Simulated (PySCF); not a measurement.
Si(F)2(OH)(SeH) (F2H2OSeSi), SMILES O[Si](F)(F)[SeH]. Atoms are numbered in the order given.

```xyz
7

O     -1.0117     1.5825     0.9806
Si    -0.7367     0.0870     0.3856
F     -1.8390    -0.3383    -0.7044
F     -0.9053    -0.8942     1.6410
Se     1.2344    -0.1606    -0.6643
H     -0.8255     2.3292     0.4037
H      1.9642     0.3455     0.5095
```

Geometry optimised at PBE0-D3(BJ)/def2-SVP. This is a generated structure with no PubChem entry under its InChIKey; it may be hypothetical. The values are those of a single conformer.

Computed with PySCF with B3LYP/pcSseg-1.

GIAO shieldings, no solvent; atoms listed in one row are averaged. δ = σ(ref) − σ: ¹⁷O against H2O (σ = 333.8 ppm); ²⁹Si against TMS (σ = 338.7 ppm); ¹⁹F against CFCl3 (σ = 161.7 ppm); ⁷⁷Se against Me2Se (σ = 1647.9 ppm); ¹H against TMS (σ = 31.68 ppm), references at their B3LYP-D3(BJ)/def2-TZVP geometries, non-relativistic.

Q: Estimate the chemical shifts. (An estimate is asked for; the answer gives what the named calculation found.)

A: 
| nucleus | atoms | count | δ (ppm) |
|---|---|---|---|
| ¹⁷O | O1 | 1 | 89.5 |
| ²⁹Si | Si2 | 1 | -38.1 |
| ¹⁹F | F3 | 1 | -128.0 |
| ¹⁹F | F4 | 1 | -137.9 |
| ⁷⁷Se | Se5 | 1 | -458.7 |
| ¹H | H6 | 1 | 2.73 |
| ¹H | H7 | 1 | 0.85 |
